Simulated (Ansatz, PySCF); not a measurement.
Pair of molecules: CHN (SMILES C#N) (first 3 atoms) with C2H6 (SMILES CC); geometry from B3LYP-D3(BJ)/def2-TZVP.
(charge 0, multiplicity 1):
```xyz
11

C     -0.65062     0.13230     0.32227
N      0.47093     0.11115     0.08739
H     -1.69294     0.15184     0.54699
C     -0.71631     0.00760     3.81697
C      0.80778    -0.02587     3.87715
H     -1.10892    -0.84837     3.26296
H     -1.07264     0.91711     3.32750
H     -1.15804    -0.01976     4.81511
H      1.16249    -0.93283     4.37052
H      1.19872     0.82754     4.43455
H      1.24370     0.00144     2.87767
```

Counterpoise-corrected where a basis set is named; no monomer relaxation. Rows marked so take none.

Frozen-core correlation. Rows in 6-31G*, STO-3G carry no dispersion term and start afresh at each structure (6-31G* with six Cartesian d functions). MP2/6-31G* freezes PySCF's default core.

Run with Ansatz (a first-principles code); PySCF for 6-31G* rows, STO-3G rows, the dispersion terms. 

```json
[
 {"level": "HF/STO-3G (no counterpoise)", "interaction energy (kJ/mol)": "1.1"},
 {"level": "PBE-D4/def2-TZVPPD", "interaction energy (kJ/mol)": "-5.0"},
 {"level": "BP86/6-31G* (no counterpoise)", "interaction energy (kJ/mol)": "1.1"},
 {"level": "revPBE/def2-TZVPPD", "interaction energy (kJ/mol)": "3.0"},
 {"level": "r2SCAN/def2-TZVPPD", "interaction energy (kJ/mol)": "___"},
 {"level": "BHLYP-D3(BJ)/def2-TZVPPD", "interaction energy (kJ/mol)": "-5.1"},
 {"level": "B2PLYP/def2-TZVPPD", "interaction energy (kJ/mol)": "___"},
 {"level": "MP2/6-31G* (no counterpoise)", "interaction energy (kJ/mol)": "-4.0"},
 {"level": "MP2/aug-cc-pVDZ", "interaction energy (kJ/mol)": "-4.2"}
]
```

Task: Complete the blanks.

Result: 
- r2SCAN/def2-TZVPPD, interaction energy (kJ/mol): -2.9
- B2PLYP/def2-TZVPPD, interaction energy (kJ/mol): -1.0
